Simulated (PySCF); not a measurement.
Core binding energy against partial charge

Species: C7H11PS.
Geometry (PBE0-D3(BJ)/def2-SVP, Å), atoms numbered from 1 in this order:
```
atom  x, y, z in Å
C1     2.790   -0.160    0.141
C2     1.433    0.547    0.287
C3     0.782    0.698   -1.053
C4    -0.424    0.253   -1.422
P5    -1.504   -0.710   -0.350
C6    -2.980    0.328   -0.104
S7    -1.926   -2.504   -0.986
C8    -0.612   -0.645    1.213
C9     0.612   -0.122    1.347
H10    2.647   -1.187   -0.226
H11    3.438    0.375   -0.570
H12    3.315   -0.208    1.107
H13    1.648    1.572    0.653
H14    1.396    1.216   -1.801
H15   -0.775    0.393   -2.450
H16   -3.520    0.385   -1.060
H17   -3.630   -0.171    0.630
H18   -2.707    1.335    0.246
H19   -1.096   -1.145    2.058
H20    1.104   -0.194    2.326
```

Binding energies: PySCF 2.14.0, delta-SCF UKS SCAN, pcX-2 on the ionised atom, pcseg-1 elsewhere, spin-free X2C. Charges: PBE0/pcSseg-1 ground-state density, for the ionised atom.

| atom | environment | C 1s (eV) | Mulliken (e) | IAO (e) | Hirshfeld (e) | ESP (e) |
| --- | --- | --- | --- | --- | --- | --- |
| C4 | alkene CH carbon | 290.30 | -0.332 | -0.413 | -0.103 | -0.209 |
| C6 | sp3 carbon bound to phosphorus | 290.61 | -0.412 | -0.653 | -0.159 | -0.603 |
| C3 | alkene CH carbon | 290.66 | -0.044 | -0.110 | -0.020 | -0.328 |
| C1 | methyl carbon | 290.86 | -0.241 | -0.403 | -0.107 | -0.609 |
| C2 | allylic carbon | 291.32 | -0.316 | -0.119 | -0.020 | +0.680 |

Question: How well does each charge scheme correlate with the binding energies over these sites?

Answer: ESP: r = 0.66, slope 0.5 eV per e; Hirshfeld: r = 0.51, slope 3.2 eV per e; IAO: r = 0.50, slope 0.8 eV per e; Mulliken: r = 0.02, slope 0.0 eV per e. ESP charges have the highest r, on only 5 points.

Question: The point-charge model writes a binding energy as kq + V + constant, with V the potential of the other atoms' charges at the site. What does it give with the IAO charges?

Answer: V = Σ 14.40 eV Å × q/r over all other atoms: +5.60 eV at C4, +10.11 eV at C6, -0.09 eV at C3, +5.27 eV at C1, +0.09 eV at C2. Fitting binding energy − V to q gives k = 19.6 eV per e and leaves an rms residual of 0.31 eV, against 0.29 eV for the fit on q alone. The model has no term for differences in relaxation between sites.

Geometry: PBE0-D3(BJ)/def2-SVP; no solvent, vibrations or thermal averaging.
